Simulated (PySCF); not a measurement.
Highest occupied level (eV) of eight silicon and germanium compounds: PBE beside B3LYP, computed with PySCF for isolated molecules in the bases named; differences from unrounded values. The eight are the first of their class met in an unordered collection, after screening for sound electronic states; none was chosen by its value. Each molecule has one DFT geometry for both levels.

```json
[
 {"molecule": "BGeH6NO2, SMILES OB(O)[NH][GeH3]", "basis": "def2-TZVP", "B3LYP": "-7.22"},
 {"molecule": "C₂H₉NOSi, SMILES CO[SiH](C)N", "basis": "def2-TZVP", "B3LYP": "-7.15"},
 {"molecule": "C2H10OSi3, SMILES O[C@@H]1C[Si@H]([SiH3])[SiH2]1", "basis": "def2-TZVP", "B3LYP": "-7.02"},
 {"molecule": "CH5FO2Si2, SMILES O=C(O)[Si@@H](F)[SiH3]", "basis": "def2-TZVP", "B3LYP": "-7.88"},
 {"molecule": "Ge(F)3(OH) (F3GeHO), SMILES [OH][Ge]([F])([F])[F]", "basis": "def2-TZVP", "B3LYP": "-10.40"},
 {"molecule": "C₂H₄ClFSi₂, SMILES C#C[SiH2][Si@H](F)Cl", "basis": "def2-TZVP", "B3LYP": "-7.85"},
 {"molecule": "Si(Cl)3(NH2) (Cl₃H₂NSi), SMILES N[Si](Cl)(Cl)Cl", "basis": "def2-TZVP", "B3LYP": "-8.08"},
 {"molecule": "[(E)-but-2-enyl]silane (C₄H₁₀Si), SMILES C/C=C/C[SiH3]", "basis": "def2-TZVP", "B3LYP": "-6.55"}
]
```

Question: Estimate the PBE values and say how PBE differs from B3LYP over the set. (The exact figures need the calculation; the answer reports its results.)

Answer: 
```
molecule                                                  PBE  difference
------------------------------------------------------  -----  ----------
BGeH6NO2, SMILES OB(O)[NH][GeH3]                        -6.05        1.17
C₂H₉NOSi, SMILES CO[SiH](C)N                            -5.92        1.23
C2H10OSi3, SMILES O[C@@H]1C[Si@H]([SiH3])[SiH2]1        -6.09        0.93
CH5FO2Si2, SMILES O=C(O)[Si@@H](F)[SiH3]                -6.61        1.27
Ge(F)3(OH) (F3GeHO), SMILES [OH][Ge]([F])([F])[F]       -8.80        1.61
C₂H₄ClFSi₂, SMILES C#C[SiH2][Si@H](F)Cl                 -6.89        0.96
Si(Cl)3(NH2) (Cl₃H₂NSi), SMILES N[Si](Cl)(Cl)Cl         -6.87        1.21
[(E)-but-2-enyl]silane (C₄H₁₀Si), SMILES C/C=C/C[SiH3]  -5.69        0.87
```
PBE lies below B3LYP in 0 and above it in 8 of the eight; the mean signed difference is 1.16 and the largest 1.61 eV.
